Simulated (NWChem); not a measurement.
The numbers come from NWChem runs, not from measurements. System: H$_{6}$AlOP, charge 0, spin multiplicity 1, at a geometry optimised with PBE/def2-SVP. The structure started from a generated list of species. Level: B3LYP/def2-SVPD, VWN1-RPA local correlation.

NWChem printed:

```
             Northwest Computational Chemistry Package (NWChem) 7.3.0
             --------------------------------------------------------

                                NWChem Input Module
                                -------------------

 Scaling coordinates for geometry "geometry" by  1.889725989
 (inverse scale =  0.529177249)

                             Geometry "geometry" -> ""
                             -------------------------

 Output coordinates in angstroms (scale by  1.889725989 to convert to a.u.)

  No.       Tag          Charge          X              Y              Z
 ---- ---------------- ---------- -------------- -------------- --------------
    1 Al                  13.0000    -0.63332100    -0.08260800     0.92532300
    2 H                    1.0000     0.29849300    -0.89585200     1.95996900
    3 H                    1.0000    -1.94678300    -0.73272900     0.26854400
    4 O                    8.0000    -0.64113700     1.65899200     0.95655200
    5 H                    1.0000    -0.02645600     2.14195200     1.53062100
    6 P                   15.0000     0.77990800    -0.67205500    -1.20319000
    7 H                    1.0000     2.18010100    -0.41301400    -1.36279700
    8 H                    1.0000     0.35239200    -0.16016500    -2.46908600
    9 H                    1.0000     0.80589100    -2.05739500    -1.56101700

 Effective nuclear repulsion energy (a.u.)     142.7650733401

            Nuclear Dipole moment (a.u.)
            ----------------------------
        X                 Y               Z
 ---------------- ---------------- ----------------
    -0.0000207870     0.0000075589    -0.0000018897


 Summary of "ao basis" -> "" (spherical)
 ------------------------------------------------------------------------------
       Tag                 Description            Shells   Functions and Types
 ---------------- ------------------------------  ------  ---------------------
 *                         def2-svpd                  on all atoms

                                 NWChem DFT Module
                                 -----------------

 Summary of "ao basis" -> "ao basis" (spherical)
 ------------------------------------------------------------------------------
       Tag                 Description            Shells   Functions and Types
 ---------------- ------------------------------  ------  ---------------------
 Al                        def2-svpd                10       24   5s3p2d
[...]
    13      0.131112  1 Al py                34     -0.119463  3 H  s

 Vector   20  Occ=2.000000D+00  E=-2.873849D-01
              MO Center= -2.8D-01,  5.1D-01,  5.6D-01, r^2= 4.0D+00
   Bfn.  Coefficient  Atom+Function         Bfn.  Coefficient  Atom+Function
  ----- ------------  ---------------      ----- ------------  ---------------
    47      0.371741  4 O  pz                50      0.261485  4 O  pz
    85      0.250592  6 P  pz                45     -0.231340  4 O  px
    74      0.217153  6 P  s                 25     -0.179729  2 H  s
    82      0.167050  6 P  pz                48     -0.163520  4 O  px
    83     -0.147521  6 P  px                33     -0.135470  3 H  s

 Vector   21  Occ=2.000000D+00  E=-2.768583D-01
              MO Center= -7.2D-01, -4.1D-01,  1.0D+00, r^2= 3.3D+00
   Bfn.  Coefficient  Atom+Function         Bfn.  Coefficient  Atom+Function
  ----- ------------  ---------------      ----- ------------  ---------------
    25      0.310443  2 H  s                 33     -0.307734  3 H  s
    44      0.233273  4 O  s                 45     -0.184556  4 O  px
    26      0.183101  2 H  s                 34     -0.176571  3 H  s
     9      0.172315  1 Al px                12      0.156152  1 Al px
     4     -0.134308  1 Al s                 11      0.130171  1 Al pz

 Vector   22  Occ=0.000000D+00  E=-2.424778D-02
              MO Center=  4.0D-01, -2.4D-01, -4.2D-01, r^2= 6.4D+00
   Bfn.  Coefficient  Atom+Function         Bfn.  Coefficient  Atom+Function
  ----- ------------  ---------------      ----- ------------  ---------------
     5      0.505151  1 Al s                 84      0.305420  6 P  py
    13      0.286271  1 Al py                76     -0.265802  6 P  s
   113      0.245910  9 H  s                112      0.232851  9 H  s
    81      0.210400  6 P  py                52      0.198942  4 O  py
     4     -0.196207  1 Al s                 95     -0.188727  6 P  d  2

 Vector   23  Occ=0.000000D+00  E=-1.473738D-02
              MO Center=  7.8D-01, -6.7D-01, -1.2D+00, r^2= 7.3D+00
   Bfn.  Coefficient  Atom+Function         Bfn.  Coefficient  Atom+Function
  ----- ------------  ---------------      ----- ------------  ---------------
    76     -2.076113  6 P  s                  4      1.942750  1 Al s
     5     -1.005752  1 Al s                 97      0.536544  7 H  s
    74      0.437095  6 P  s                 14     -0.333960  1 Al pz
   113      0.290684  9 H  s                111      0.259833  8 H  pz
   118      0.252404  9 H  py                44     -0.248529  4 O  s

 Vector   24  Occ=0.000000D+00  E=-1.385690D-02
              MO Center=  8.4D-01, -6.7D-01, -1.1D+00, r^2= 4.9D+00
   Bfn.  Coefficient  Atom+Function         Bfn.  Coefficient  Atom+Function
  ----- ------------  ---------------      ----- ------------  ---------------
    76      1.063780  6 P  s                  4     -0.864310  1 Al s
     5      0.372334  1 Al s                105     -0.361335  8 H  s
    83     -0.276801  6 P  px               101      0.266631  7 H  px
    96      0.242903  7 H  s                 80     -0.237882  6 P  px
    74     -0.232329  6 P  s                 85     -0.204525  6 P  pz

 center of mass
 --------------
 x =  -0.03565958 y =   0.03204844 z =   0.03195485

 moments of inertia (a.u.)
 ------------------
         599.729925952215         119.039974540991         213.470861656910
         119.039974540991         517.874236959219        -192.414916102237
         213.470861656910        -192.414916102237         408.167686102681

     Multipole analysis of the density
     ---------------------------------

     L   x y z        total         alpha         beta         nuclear
     -   - - -        -----         -----         ----         -------
     0   0 0 0      0.000000    -21.000000    -21.000000     42.000000

     1   1 0 0      1.192083      0.596052      0.596052     -0.000021
     1   0 1 0     -0.396631     -0.198319     -0.198319      0.000008
     1   0 0 1     -0.924123     -0.462061     -0.462061     -0.000002

     2   2 0 0    -27.499878    -62.017846    -62.017846     96.535813
     2   1 1 0      1.172816     31.304020     31.304020    -61.435224
     2   1 0 1     -1.162439     55.980223     55.980223   -113.122885
     2   0 2 0    -27.090896    -83.606384    -83.606384    140.121872
     2   0 1 1      2.823637    -50.951742    -50.951742    104.727122
     2   0 0 2    -23.915219   -113.398318   -113.398318    202.881418

 Task  times  cpu:       11.2s     wall:       11.2s

 Total times  cpu:       11.3s     wall:       11.3s
```

### Question
Write an NWChem input that would produce this output.

### Answer
One answer among several that fit: 
```
start mol
memory heap 200 mb stack 900 mb global 1100 mb
geometry units angstroms nocenter noautoz noautosym
  Al    -0.633321    -0.082608     0.925323
  H      0.298493    -0.895852     1.959969
  H     -1.946783    -0.732729     0.268544
  O     -0.641137     1.658992     0.956552
  H     -0.026456     2.141952     1.530621
  P      0.779908    -0.672055    -1.203190
  H      2.180101    -0.413014    -1.362797
  H      0.352392    -0.160165    -2.469086
  H      0.805891    -2.057395    -1.561017
end
basis spherical
  * library def2-svpd
end
dft
  xc b3lyp
  semidirect memsize 60000000 filesize 0
  iterations 100
end
task dft energy
```
